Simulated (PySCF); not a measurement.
Run record: geometry optimisation, Mo(NH)2Cl2, `[NH]=[Mo](=[NH])([Cl])[Cl]`.

Method: PBE0-D3(BJ)/def2-SVP geometry optimisation, gas phase, def2 core potentials past Kr (PySCF 2.14.0). Start geometry: GFN2-xTB. The input is one job of a driver script: a line of settings, then coordinates in Å.

Input:
```
{"job": {"xc": "PBE0", "basis": "def2-SVP", "d3": "d3bj", "grid": 1, "maxiter": 30, "shake": 0.03, "kind": "geom"}, "charge": 0, "multiplicity": 1}
Mo    -0.254430    -0.073490    -0.207590
N     -0.379890    -0.034920     1.506200
H     -0.257850    -0.041710     2.484870
N      1.389940     0.014000    -0.884130
H      2.277050    -0.011250    -1.088810
Cl    -1.355420     1.810520    -0.917880
Cl    -1.327530    -1.765150    -0.961210
```

Output:
```
step   0  E = -1098.60220745  max force = 0.181272
step   1  E = -1098.62867610  max force = 0.016730
step   2  E = -1098.63157148  max force = 0.018314
step   3  E = -1098.63281501  max force = 0.007904
step   4  E = -1098.63311036  max force = 0.004939
step   5  E = -1098.63317578  max force = 0.000888
step   6  E = -1098.63318298  max force = 0.001531
step   7  E = -1098.63319269  max force = 0.001528
step   8  E = -1098.63320227  max force = 0.000538
step   9  E = -1098.63320984  max force = 0.000396
optimisation converged
```

Energies in Eh; «max force» is the largest Cartesian gradient component in Eh/bohr.

Question: How much energy does the optimisation release, in eV?

Answer: E(step 0) − E(last step) = 0.031002 Eh, which is 0.844 eV.

Question: Give the first gradient maximum in eV/Å.

Answer: With 1 Eh/bohr = 51.422 eV/Å, 9.321 eV/Å.

Summary of the converged run: final energy -1098.63321 Eh after 9 steps; dipole 3.57 D.

Question: Give the final coordinates.

Answer: 0.241 Å rms from the input after alignment:
```
atom  x, y, z in Å
Mo1   -0.3809    0.0062   -0.2983
N2    -0.4149   -0.0883    1.4085
H3     0.0210   -0.1392    2.3291
N4     1.2497    0.0009   -0.8039
H5     2.2579   -0.0225   -0.6552
Cl6   -1.2777    2.0165   -0.9093
Cl7   -1.3632   -1.8755   -1.1395
```

Question: How long does this job take on Arm Neoverse V1, one thread, shared host? And the peak memory of the process?

Answer: About 60 s, with 0.42 GiB resident at the peak, the Python interpreter and its libraries included.
Labels such as C1 count atoms from 1, the log's own numbers from 0.
